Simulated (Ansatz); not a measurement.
`BN[SiH2][SiH3]` and `BN[SiH2]CO` differ in one atom or group.

Ansatz, PBE0-D4/def2-TZVP geometries, multiplicity 1. Each molecule was computed in one conformer, which needn't be the lowest.

```tsv
property	`BN[SiH2][SiH3]`
HOMO–LUMO gap (B3LYP/def2-TZVPP) / eV	7.10
LUMO energy (ωB97M-V/def2-TZVPP) / eV	1.39
HOMO energy (B3LYP/def2-TZVPP) / eV	-7.66
HOMO–LUMO gap (PBE0/def2-TZVPP) / eV	7.49
size of the dipole moment (ωB97M-V/def2-TZVPP) / D	1.30
HOMO–LUMO gap (PBE/def2-TZVPP) / eV	5.46
```

Give the same properties after the change, and the shifts. (An estimate is asked.)

Ansatz gave: 
| property | `BN[SiH2]CO` | shift |
| --- | --- | --- |
| HOMO–LUMO gap (B3LYP/def2-TZVPP) / eV | 6.64 | -0.46 |
| LUMO energy (ωB97M-V/def2-TZVPP) / eV | 1.44 | 0.05 |
| HOMO energy (B3LYP/def2-TZVPP) / eV | -7.26 | 0.40 |
| HOMO–LUMO gap (PBE0/def2-TZVPP) / eV | 7.08 | -0.41 |
| size of the dipole moment (ωB97M-V/def2-TZVPP) / D | 0.83 | -0.47 |
| HOMO–LUMO gap (PBE/def2-TZVPP) / eV | 4.69 | -0.77 |

Dipoles are sizes alone; their direction can turn.

B3LYP here is the variant with VWN-RPA as its local correlation; programs differ in this.
